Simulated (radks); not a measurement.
Question: Ir XXII, configuration [Kr] 4d10 4f10 (the NIST ground configuration). Calculated with a radial shooting solver on a logarithmic mesh with Libxc functionals: non-relativistic Kohn-Sham, BP86, spin-polarised, spherical densities, point nucleus; open shells are filled with parallel spins first (spin-orbit coupling, left out, can overturn this in heavy ions); relativity is left out, which matters for an element this heavy. Some entries of the table are withheld. Estimate them.

orbital,occ.,eigenvalue (hartree),<r^2> (bohr^2)
1s down,1,-2566.412,0.0005167
1s up,1,-2566.411,0.0005167
2s up,1,-442.8571,0.008058
2s down,1,-442.8496,0.008058
2p up,3,-426.1129,0.005950
2p down,3,-426.1087,0.005949
3s up,1,-118.3128,0.05003
3s down,1,-118.1542,0.04997
3p up,3,-110.4738,0.04613
3p down,3,-110.3304,0.04606
3d up,5,-95.84708,0.03567
3d down,5,-95.74517,0.03560
4s up,1,-39.65132,0.2314
4s down,1,-39.45750,0.2319
4p up,3,-36.27633,0.2357
4p down,3,-36.08301,0.2363
4d up,5,-30.09176,0.2420
4d down,5,-29.89652,0.2429
4f up,7,(1),0.2439
4f down,3,(2),0.2460
5s up,0,-18.69021,(3)
5s down,0,-18.60211,(4)
5p up,0,-17.31962,0.9131
5p down,0,-17.23648,0.9195

Answer: 
(1) 4f up eigenvalue (hartree): -21.86738
(2) 4f down eigenvalue (hartree): -21.65687
(3) 5s up <r^2> (bohr^2): 0.8573
(4) 5s down <r^2> (bohr^2): 0.8626
